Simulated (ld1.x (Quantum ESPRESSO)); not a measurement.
What one change does to a pseudopotential (lithium, TM)

```
Element                 : Li
Generator               : ld1.x (Quantum ESPRESSO) 7.5
Type                    : norm-conserving Troullier–Martins (Kleinman–Bylander form)
Functional              : LDA (PZ)
Relativity              : scalar-relativistic
Frozen core             : none
Valence charge          : 3
Reference configuration : 1s2 2s0.5 2p0 (charge +0.5)
Partial waves           : 2p (bound, empty): rc 4.20 bohr; 3d channel at -0.15 Ry: rc 3.60 bohr; 1s (bound): rc 0.40 bohr
Local potential         : the s channel
Core correction         : none
```

Occupied shells without a wave of their own: 2s. They enter only through the test configuration that unscreens the potential.

Change: reference 1s2 2s1 2p0.

Cutoffs: the cutoffs (Ry, on a coarse ladder) from which the occupation-weighted sum of valence levels, in a spherical-Bessel basis at the reference potential, stays within 10 and 1 mRy of its value at 400 Ry; they do not see the model core or the augmentation charge, which bear on the density cutoff. Errors are all-electron minus pseudo energies relative to the spin-unpolarised reference configuration.

What does the change do?

The bound ghost in p disappears; the number of tests that count goes from 6 to 5.

```csv
quantity,base,changed
"cutoff, loose",over 300 Ry,over 300 Ry
"cutoff, tight",over 300 Ry,over 300 Ry
bound ghosts,p,none
"tests counted (converged, no solver errors)",6 of 6,5 of 6
s: phases at 4.57 bohr within 0.05 rad from the reference energy up to (Ry; the scan ends near 5),to the end of the scan,to the end of the scan
p: phases at 4.57 bohr within 0.05 rad from the reference energy up to (Ry; the scan ends near 5),0.4,0.6
d: phases at 4.57 bohr within 0.05 rad from the reference energy up to (Ry; the scan ends near 5),1.5,1.7
```

Changed file: Tests not counted: 1s2 2s0 2p1 (solver errors, printed error -1.9 eV). A true bound ghost makes a file unfit for plane-wave use even where its test errors are small: the radial tests pick states by their node count and pass the ghost by.
